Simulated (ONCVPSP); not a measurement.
PBE ONCV dataset for hydrogen, non-relativistic all-electron reference.

```
Element                 : hydrogen (H)
Generator               : ONCVPSP 4.0.1
Type                    : optimised norm-conserving Vanderbilt (ONCV)
Functional              : PBE
Relativity              : non-relativistic
Frozen core             : none
Valence charge          : 1
Reference configuration : 1s1
Partial waves           : 1s: rc 1.50 bohr, ncon 3, nbas 7, qcut 6.5 1/bohr, 2 projectors, debl 3.1 Ha; p scattering state at 0.16 Ha: rc 1.55 bohr, ncon 3, nbas 8, qcut 4.6 1/bohr, 1 projector
Local potential         : polynomial inside 1.15 bohr (lpopt 5, dvloc0 6 Ha)
Core correction         : none
```

All-electron outer shells of the reference configuration (PBE, non-relativistic, ld1.x):

```
shell  level (eV)  outermost node (bohr)  outermost maximum (bohr)
   1s       -6.49                      –                      1.03
```

Question: Does the generator finish with these settings?

Answer: Yes, a potential is produced and its reference levels are reproduced.

Question: Estimate the cutoffs (Ha) at which the residual kinetic energy of the hardest occupied pseudo-wave falls to 1 and 0.1 mHa per electron.

Answer: 11 Ha and 15 Ha.

Question: Does the potential have ghost states?

Answer: No bound ghost flagged; no localised positive-energy state flagged.
